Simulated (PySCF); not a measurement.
B(Me)(OH)(SMe) (C2H7BOS), SMILES OB(C)SC.

Coordinates come from a PBE-D3(BJ)/def2-SVP optimisation. One conformer was computed; it need not be the lowest.

Calculation: PySCF with M06-2X/def2-TZVP.

The molecule is in vacuum.

```
Quantity                                                                                                       Result
---------------------------------------------------------------------------------------------  ----------------------
total energy                                                                                       -578.76795 hartree
highest occupied level                                                                                       -8.11 eV
lowest empty level                                                                                            1.09 eV
orbital gap                                                                                                   9.20 eV
dipole moment                                                                                                  1.85 D
quadrupole, principal values (traceless, Buckingham form, about the centre of nuclear charge)  -4.07, -3.70, 7.77 D·Å
mean static polarisability                                                                       62.7 bohr³ (9.28 Å³)
polarisability, principal values                                                               48.3, 60.6, 79.1 bohr³
```
